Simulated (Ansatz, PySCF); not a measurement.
Spin states of MoO2 (SMILES [O]=[Mo]=[O]), each relaxed with B3LYP-D3(BJ)/def2-TZVP.
State 1 (charge 0, multiplicity 3):
```json
[
 {"atom": "Mo", "x (Å)": "0.3534", "y (Å)": "-0.2941", "z (Å)": "0.3576"},
 {"atom": "O", "x (Å)": "0.8978", "y (Å)": "0.3425", "z (Å)": "-1.1178"},
 {"atom": "O", "x (Å)": "-1.2843", "y (Å)": "-0.0009", "z (Å)": "0.6898"}
]
```
State 2 (charge 0, multiplicity 1):
```
atom    x (Å)    y (Å)    z (Å)
----  -------  -------  -------
Mo     0.3960  -0.3302   0.4021
O      0.7991   0.3484  -1.0760
O     -1.2282   0.0293   0.6035
```

Singlets are restricted, other states unrestricted; no spin–orbit coupling, no relativity up to Kr; see below for the cores. The largest T1 diagnostic is 0.112.

The values were computed with Ansatz (a program for electronic structure) with Gaussian orbitals; PySCF for the dispersion terms.  In def2 rows elements past Kr take small-core potentials, without spin–orbit coupling.

### Question
What is the computed energy of the multiplicity-1 state less that of the multiplicity-3 state (BHLYP/def2-TZVPP)?

### Answer
18.7 kcal/mol

### Question
Estimate the energy of the multiplicity-1 state less that of the multiplicity-3 state that CAM-B3LYP/def2-TZVPP returns for this input.

### Answer
15.0 kcal/mol

### Question
What is the computed energy of the multiplicity-1 state less that of the multiplicity-3 state (PBE-D4/def2-TZVPP)?

### Answer
11.5 kcal/mol
